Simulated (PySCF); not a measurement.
# Two-photon absorption: `C=C/N=C(/C)CF`, C₅H₈FN

Molfile (atoms numbered from 1):
```
C5H8FN
     RDKit          3D

 15 14  0  0  0  0  0  0  0  0999 V2000
    2.4473   -0.8187    1.1082 C   0  0  0  0  0  0  0  0  0  0  0  0
    1.3267   -0.1163    0.8978 C   0  0  0  0  0  0  0  0  0  0  0  0
    0.3520   -0.5774    0.0215 N   0  0  0  0  0  0  0  0  0  0  0  0
   -0.7301    0.0743   -0.1754 C   0  0  0  0  0  0  0  0  0  0  0  0
   -1.7486   -0.4559   -1.1307 C   0  0  0  0  0  0  0  0  0  0  0  0
   -1.0707    1.3859    0.5027 C   0  0  0  0  0  0  0  0  0  0  0  0
   -2.3057    1.8334    0.1204 F   0  0  0  0  0  0  0  0  0  0  0  0
    2.5999   -1.7666    0.5860 H   0  0  0  0  0  0  0  0  0  0  0  0
    3.2168   -0.4634    1.7961 H   0  0  0  0  0  0  0  0  0  0  0  0
    1.1920    0.8374    1.4320 H   0  0  0  0  0  0  0  0  0  0  0  0
   -2.7178   -0.6043   -0.6285 H   0  0  0  0  0  0  0  0  0  0  0  0
   -1.9337    0.2638   -1.9444 H   0  0  0  0  0  0  0  0  0  0  0  0
   -1.3902   -1.4051   -1.5455 H   0  0  0  0  0  0  0  0  0  0  0  0
   -0.3211    2.1553    0.2438 H   0  0  0  0  0  0  0  0  0  0  0  0
   -1.0639    1.2639    1.6004 H   0  0  0  0  0  0  0  0  0  0  0  0
  1  2  2  0
  2  3  1  0
  3  4  2  0
  4  5  1  0
  4  6  1  0
  6  7  1  0
  1  8  1  0
  1  9  1  0
  2 10  1  0
  5 11  1  0
  5 12  1  0
  5 13  1  0
  6 14  1  0
  6 15  1  0
M  END
```

Computed with PySCF 2.14.0, TDDFT BHandHLYP/aug-cc-pVDZ excited states, vertical, gas phase. Geometry: PBE0-D3(BJ)/def2-SVP.

Task: Give the one- and two-photon strengths of the lowest singlets.

Result: δ for parallel linear polarisation; σ at the peak of a Lorentzian of half width 0.1 eV, single beam; Ω is circular over linear.
| state | E (eV) | f | photon λ (nm) | δ (au) | σ (GM) | Ω | main |
| --- | --- | --- | --- | --- | --- | --- | --- |
| S1 | 4.89 | 0.001 | 507 | 0.8 | 0.01 | 1.49 | HOMO−1→LUMO 0.91 |
| S2 | 5.74 | 0.723 | 432 | 9.29 | 0.11 | 1.21 | HOMO→LUMO 0.97 |
| S3 | 6.16 | 0.033 | 403 | 60.9 | 0.85 | 1.50 | HOMO→LUMO+1 0.84, HOMO→LUMO+2 0.09 |
| S4 | 6.66 | 0.000 | 372 | 88.6 | 1.44 | 1.50 | HOMO→LUMO+2 0.76, HOMO→LUMO+1 0.08 |
| S5 | 6.78 | 0.004 | 366 | 200 | 3.38 | 1.50 | HOMO→LUMO+3 0.90 |

Among these, the strongest one-photon state is S2, the strongest two-photon state S5, with a dipole change of 7.2 D (relaxed, norm of the difference vector).
